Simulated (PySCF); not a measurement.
C2H5BeCl, SMILES [Be]([CH2]C)[Cl] at its PBE0/def2-SVP optimised geometry (Å):

```
9

Be    -0.8265    -0.4179     0.0000
Cl    -2.6476    -0.4297    -0.0143
C      0.8496    -0.4179     0.0000
C      1.5492     0.4053     1.0885
H      1.1855    -0.0774    -0.9994
H      1.1852    -1.4724     0.0560
H      1.2812     0.0606     2.1002
H      1.2796     1.4724     1.0337
H      2.6476     0.3482     1.0112
```

Calculation: PySCF 2.14.0 with PBE0/def2-TZVP. Cells within 0.4 Å of a nucleus heavier than hydrogen are left out (blank, or x).

Map of the electrostatic potential (hartree/e), clipped to [-0.08, 0.12] on the plane z = 0.0 Å:

```
|1111111111111111111111111111111|
|1111111111111111111111111111111|
|0111111111111111111111111111111|
|0000111111111111111111111111111|
|0000001111111111111111111111111|
|0000000111111111111111111111111|
|0000000011111111111111111111111|
|0000000011111111111111111111111|
|0000000001111222222211111111111|
|0000000001122222222221111111111|
|0000000001123332222221111111111|
|0000000001234443222322111111111|
|0000001122368864333443211111111|
|0000149996799996578874222111111|
|0001599999999999999995322211111|
|0013999999999999999995222111111|
|001499xxx999xx999xx995211111111|
|0014999xx999xx999xx994111111111|
|0002999999999999999993111111111|
|0001399999999998999994111111111|
|0000024554589984599995211111111|
|0000000011246643379994211111111|
|0000000001233332245642111111111|
|0000000001122222223322111111111|
|0000000001112222222221111111111|
|0000000001111111111111111111111|
|0000000011111111111111111111111|
|0000000011111111111111111111111|
|0000000111111111111111111111111|
|0000001111111111111111111111111|
|0000111111111111111111111111111|
```
Scale: ten equal steps from -0.016 (start of '0') to 0.120 (end of '9'), in the order '0123456789'; x runs from -5.00 to 5.00, y from -5.00 (bottom) to 5.00 (top).
